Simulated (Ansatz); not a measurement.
NaAl+, multiplicity 2 (lowest of 2S+1 = 2, 4 at CCSD(T)/def2-TZVPP on PBE0 minima; our sources give no spin for the ground state, which may be another), most abundant isotopes (22.9898 and 26.9815 u). Constants from fifth-degree fits in 1/R to seven points on the lowest solution found; no spin–orbit coupling, no relativity up to Kr; ω_e x_e and α_e move by some per cent with the fit.

Correlated levels freeze the inner cores; with def2 sets outer-core shells near the valence are correlated too.

Run with Ansatz (Gaussian orbitals). Values without a source in brackets are computed.

| level | r_e (Å) | ω_e (cm⁻¹) | ω_e x_e (cm⁻¹) | α_e (cm⁻¹) |
|---|---|---|---|---|
| PBE/def2-TZVPP | 3.4033 | 126.2 | 0.846 | 0.00126 |
| CCSD(T)/def2-QZVPP | 3.3387 | 145.3 | 0.556 | 0.000859 |

**Question.** Derive the rotational constants, the centrifugal constant, the fundamental, the zero-point energy and the force constant.

**Answer.** 
μ = 12.41311 u.
- PBE/def2-TZVPP: B_e = 16.8576/(μ r_e²) = 0.11725 cm⁻¹; B₀ = B_e − α_e/2 = 0.11662 cm⁻¹; D = 4B_e³/ω_e² = 4.05e-07 cm⁻¹; fundamental ω_e − 2ω_e x_e = 125 cm⁻¹; zero-point energy ω_e/2 − ω_e x_e/4 = 63 cm⁻¹; k = μ(2πcω_e)² = 11.7 N/m
- CCSD(T)/def2-QZVPP: B_e = 16.8576/(μ r_e²) = 0.12183 cm⁻¹; B₀ = B_e − α_e/2 = 0.12140 cm⁻¹; D = 4B_e³/ω_e² = 3.43e-07 cm⁻¹; fundamental ω_e − 2ω_e x_e = 144 cm⁻¹; zero-point energy ω_e/2 − ω_e x_e/4 = 73 cm⁻¹; k = μ(2πcω_e)² = 15.4 N/m

Ansatz is a program for electronic structure.
